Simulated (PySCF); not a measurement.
Compound: C₁₀H₈O₂.
Bonds: C1–C2 (double), C2–C3, C3–C4 (aromatic), C4–C5 (aromatic), C5–C6 (aromatic), C6–C7 (aromatic), C7–C8 (aromatic), C8–C9, C9–O10, O10–C11, C11–O12 (double), C3–C8 (aromatic), C7–C11. Hydrogens: H13, H14 on C1; H15 on C2; H16 on C4; H17 on C5; H18 on C6; H19, H20 on C9.

NICS = −σ at a ghost point: NICS(0) at the centroid of the ring atoms, NICS(1) 1 Å to either side along the normal of their mean plane, zz for the tensor component along that normal. Level: GIAO PBE0/pcSseg-1 (PySCF, non-relativistic, gas phase) on the GFN2-xTB geometry, one conformer.

Ring bond lengths (Å), with Mayer bond orders in brackets: C3–C4 1.399 (1.41), C4–C5 1.386 (1.46), C5–C6 1.386 (1.42), C6–C7 1.385 (1.39), C7–C8 1.390 (1.35), C8–C3 1.392 (1.29); C7–C8 1.390 (1.35), C8–C9 1.497 (1.06), C9–O10 1.418 (0.89), O10–C11 1.357 (1.04), C11–C7 1.478 (1.00).

**Question.** Give the NICS values of each ring in ppm.

**Answer.** 
```
             ring                                                       type  NICS(0)  NICS(1), two faces  NICS(1)zz, two faces  rms pucker (Å)  centre to ring atoms, mean (Å)
C3–C4–C5–C6–C7–C8           6-membered carbocycle; formal bonds all aromatic     -8.2       -11.0 / -11.1         -26.3 / -26.8            0.00                            1.39
 C7–C8–C9–O10–C11  5-membered ring with O; formal bonds 1 aromatic, 4 single     -2.9         -3.5 / -3.5           -4.3 / -4.3            0.00                            1.22
```

**Question.** What can be read from them?

**Answer.** 
- C3–C4–C5–C6–C7–C8: mean NICS(1)zz -26.6 ppm, shielded. For a flat ring without four-coordinate atoms the NICS criterion counts such a value as aromatic, though in fused rings the probe also feels the neighbouring ring.
- C7–C8–C9–O10–C11: mean NICS(1)zz -4.3 ppm, shielded. C9 has four or more neighbours, so the value isn't read as a sign of a π ring current.

**Question.** What does the geometric index give? HOMA = 1 − mean of α(R − Ropt)² over the ring bonds, with Krygowski's 1993 parameters (CC: Ropt 1.388 Å, α 257.7 Å⁻²).

**Answer.** 
- C3–C4–C5–C6–C7–C8: HOMA 0.99 = 1 − EN − GEO, with mean bond length 1.390 Å, EN = α(Ropt − mean)² = 0.001 and GEO = α × variance = 0.006. The geometric and the magnetic index point the same way.

**Question.** What is the mean of the two in-plane components of NICS at the second NICS(1) probe listed for ring C3–C4–C5–C6–C7–C8, 1 Å off the ring?

**Answer.** The isotropic value is a third of the trace: (3 × -11.1 − (-26.8))/2 = -3.2 ppm.

**Question.** How shielded are the nuclei of the rings and their hydrogens (means over atoms taken as equivalent)?

**Answer.** 
| atoms | environment | σ isotropic (ppm) | principal values of the symmetric part, first atom (ppm) |
| --- | --- | --- | --- |
| C3 | substituted aromatic carbon | 50.1 | -34.2, 12.5, 172.1 |
| C4 | aromatic CH carbon | 54.3 | -49.6, 34.0, 178.3 |
| C5 | aromatic CH carbon | 52.6 | -55.4, 36.1, 177.2 |
| C6 | aromatic CH carbon | 54.5 | -46.5, 27.1, 182.8 |
| C7 | substituted aromatic carbon | 53.2 | -42.6, 40.0, 162.1 |
| C8 | substituted aromatic carbon | 35.5 | -52.8, 6.1, 153.2 |
| C9 | sp3 carbon bound to oxygen | 116.5 | 94.1, 100.8, 154.6 |
| O10 | ester single-bonded oxygen | 126.1 | -76.4, 204.8, 250.0 |
| C11 | ester carbonyl carbon | 12.3 | -78.1, 40.9, 74.1 |
| H16 | aromatic hydrogen | 23.53 | 19.1, 23.4, 28.1 |
| H17 | aromatic hydrogen | 23.87 | 20.1, 24.8, 26.8 |
| H18 | aromatic hydrogen | 23.51 | 19.8, 24.0, 26.8 |
| H19 (×2) | methylene hydrogen | 26.28 | 20.8, 26.8, 31.1 |

The run took 46 s wall on Arm Neoverse V2, one thread, on a shared host. This is the whole shielding run at PBE0/pcSseg-1, SCF included.

Conformer computed: `[CH2:1]=[CH:2][c:3]1[cH:4][cH:5][cH:6][c:7]2[c:8]1[CH2:9][O:10][C:11]2=[O:12]`: C1–C2–C3–C4 17°.
